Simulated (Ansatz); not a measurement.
Basis-set series for CH₃Cl₃Hf (`[CH3][Hf]([Cl])([Cl])[Cl]`). Total charge 0; spin multiplicity 1. Hf: def2 effective core potential. Geometry: relaxed with PBE0-D4/def2-TZVP.

```xyz
8

C     0.982   -0.423    0.485
Hf   -0.838    0.361   -0.414
Cl   -1.202    2.421    0.612
Cl   -0.378    0.540   -2.691
Cl   -2.493   -1.207    0.066
H     0.863   -0.544    1.568
H     1.828    0.253    0.312
H     1.238   -1.401    0.062
```

| functional | basis | functions | energy (Eh) | HOMO (eV) | LUMO (eV) |
| --- | --- | --- | --- | --- | --- |
| PBE0-D4 | def2-SVP | 115 | -1467.80717 | -8.66 | -1.75 |
| PBE0-D4 | def2-TZVPP | 255 | -1468.33627 | -8.60 | -1.72 |
| ωB97M-V | def2-SVP | 115 | -1468.14829 | -10.91 | 0.41 |
| ωB97M-V | def2-TZVPP | 255 | -1468.67572 | -10.89 | 0.41 |

**Question.** Give the rows for def2-QZVPP. (An estimate is asked.)

**Answer.** Computed: 
| functional | basis | functions | energy (Eh) | HOMO (eV) | LUMO (eV) |
| --- | --- | --- | --- | --- | --- |
| PBE0-D4 | def2-QZVPP | 438 | -1468.37931 | -8.61 | -1.76 |
| ωB97M-V | def2-QZVPP | 438 | -1468.71672 | -10.90 | 0.35 |

Positive LUMOs are unbound and depend on the basis.
